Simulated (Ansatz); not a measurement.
Consider the hydrogenolysis of a Ga–C bond: `[CH3][Ga]([Cl])[C]#N` + H₂ → `N#[C][GaH][Cl]` + CH₄.

Isolated molecules relaxed with PBE0-D4/def2-TZVP in Ansatz; ΔE leaves out vibrations. CBS: MP2 limit from def2 TZ/QZ plus the TZ coupled-cluster correction, frozen cores. This one scheme is used for every species. DFT in def2-TZVPP. B3LYP here is the variant with VWN-RPA as its local correlation; programs differ in this. HSE06 is defined as in plane-wave codes. For Ga outer-core shells are correlated without core-valence functions, which leaves a few kJ/mol of doubt a bond. Scalar relativity is left out up to krypton.

`[CH3][Ga]([Cl])[C]#N`:

```xyz
8

C    -0.558   -0.057    1.237
Ga    0.522   -0.268   -0.359
Cl    2.211   -1.563   -0.466
C     0.191    0.668   -2.028
N    -0.044    1.246   -2.998
H    -0.171   -0.669    2.050
H    -1.588   -0.348    1.022
H    -0.564    0.992    1.540
```

H₂:

```xyz
2

H    -0.257    0.061    0.263
H     0.257   -0.061   -0.263
```

`N#[C][GaH][Cl]`:

Cartesian coordinates in Å:
```
N -0.121 -1.742 1.693
C -0.034 -0.896 0.916
Ga 0.146 0.548 -0.358
Cl -1.069 0.328 -2.084
H 1.078 1.762 -0.167
```

CH₄:

```xyz
5

C     0.000    0.000    0.000
H     0.258   -1.049    0.146
H    -1.083    0.114    0.024
H     0.379    0.337   -0.965
H     0.446    0.598    0.794
```

```csv
level,ΔE (kJ/mol),difference from CCSD(T)/CBS
revPBE-D4,-18.6,-0.2
BLYP-D4,-21.9,-3.5
r2SCAN-D4,-22.3,-3.9
B97M-V,-36.7,-18.3
PBE0-D4,-23.8,-5.4
B3LYP-D4,-25.1,-6.7
r2SCANh-D4,-23.2,-4.8
r2SCAN0-D4,-24.5,-6.1
HSE06-D4,-23.8,-5.4
BHLYP-D4,-29.5,-11.1
CAM-B3LYP-D4,-28.3,-9.9
ωB97X-V,-25.6,-7.2
ωB97M-V,-24.3,-5.9
B2PLYP,-26.9,-8.5
PBE-QIDH,-23.9,-5.5
PBE,-25.0,-6.6
revPBE,-26.8,-8.4
r2SCAN,-23.6,-5.2
B3LYP,-32.2,-13.8
r2SCANh,-24.6,-6.2
r2SCAN0,-26.0,-7.6
HSE06,-27.6,-9.2
BHLYP,-36.0,-17.6
CAM-B3LYP,-32.6,-14.2
LC-ωPBE,-28.1,-9.7
RPA@PBE/def2-TZVPP,-22.7,-4.3
HF/def2-SVP,-52.1,-33.7
MP2/def2-SVP,-27.8,-9.4
CCSD/def2-SVP,-37.1,-18.7
CCSD(T)/def2-SVP,-34.1,-15.7
HF/def2-TZVPP,-46.1,-27.7
MP2/def2-TZVPP,-15.5,2.9
SCS-MP2/def2-TZVPP,-22.2,-3.8
CCSD/def2-TZVPP,-26.0,-7.6
CCSD(T)/def2-TZVPP,-21.8,-3.4
HF/def2-QZVPP,-46.6,-28.2
MP2/def2-QZVPP,-13.7,4.7
HF/CBS(def2),-46.7,-28.3
MP2/CBS(def2),-12.1,6.3
CCSD/CBS(def2),-22.7,-4.3
CCSD(T)/CBS,-18.4,0
```

Largest T1 diagnostic among the species: 0.013.

In def2-TZVPP, CCSD(T) changes the Hartree–Fock value by +24.3 kJ/mol (the triples alone add +4.3 kJ/mol) and MP2 by +30.6 kJ/mol. From BLYP to BHLYP (50 % exact exchange), in def2-TZVPP and without D4, ΔE moves by −5.4 kJ/mol.
